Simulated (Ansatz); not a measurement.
P7S2⁺, 9 atoms. Hardware: 4 threads of Arm Neoverse V1 on a shared host.

Correlated methods freeze 45 core orbitals.

How many basis functions does each of these Ansatz runs have, and roughly what does it cost? MP2/def2-TZVP, charge 1 singlet, energy, from earlier orbitals; B3LYP-D4/def2-TZVP, charge 1 singlet, energy, from earlier orbitals; PBE-D4/def2-SVP, charge 1 singlet, energy, from earlier orbitals; PBE0-D4/def2-SVP, charge 1 singlet, energy, from earlier orbitals; PBE0-D4/def2-TZVP, charge 1 singlet, energy, from earlier orbitals; BHLYP-D4/def2-TZVP, charge 1 singlet, energy, from earlier orbitals; PBE-D4/def2-SVP, charge 1 singlet, relaxation, 12 steps; CCSD(T)/def2-SVP, charge 1 singlet, energy, from earlier orbitals; PBE-D4/def2-TZVP, charge 1 singlet, energy and forces, from earlier orbitals; r2SCAN-D4/def2-TZVP, charge 1 singlet, energy, from earlier orbitals; HSE06-D4/def2-TZVP, charge 1 singlet, energy, from earlier orbitals.

Other jobs shared the machine, so times can vary by a factor of up to 3. A dash marks memory too small to be measured apart from the calling script's.

```csv
run,functions,fitting or Cholesky vectors,wall time,peak host memory (GiB)
"PBE-D4/def2-SVP, charge 1 singlet, energy, from earlier orbitals",162,1859,2.9 s,–
"PBE0-D4/def2-SVP, charge 1 singlet, energy, from earlier orbitals",162,1428,4.6 s,–
"PBE-D4/def2-TZVP, charge 1 singlet, energy and forces, from earlier orbitals",333,2412,8.5 s,0.92
"MP2/def2-TZVP, charge 1 singlet, energy, from earlier orbitals",333,1987,16 s,1.4
"r2SCAN-D4/def2-TZVP, charge 1 singlet, energy, from earlier orbitals",333,2412,16 s,0.96
"HSE06-D4/def2-TZVP, charge 1 singlet, energy, from earlier orbitals",333,2516,19 s,2
"B3LYP-D4/def2-TZVP, charge 1 singlet, energy, from earlier orbitals",333,2516,19 s,1.9
"BHLYP-D4/def2-TZVP, charge 1 singlet, energy, from earlier orbitals",333,2807,20 s,2
"PBE0-D4/def2-TZVP, charge 1 singlet, energy, from earlier orbitals",333,2516,24 s,1.9
"PBE-D4/def2-SVP, charge 1 singlet, relaxation, 12 steps",162,1859,26 s,–
"CCSD(T)/def2-SVP, charge 1 singlet, energy, from earlier orbitals",162,1428,29 s,1
```
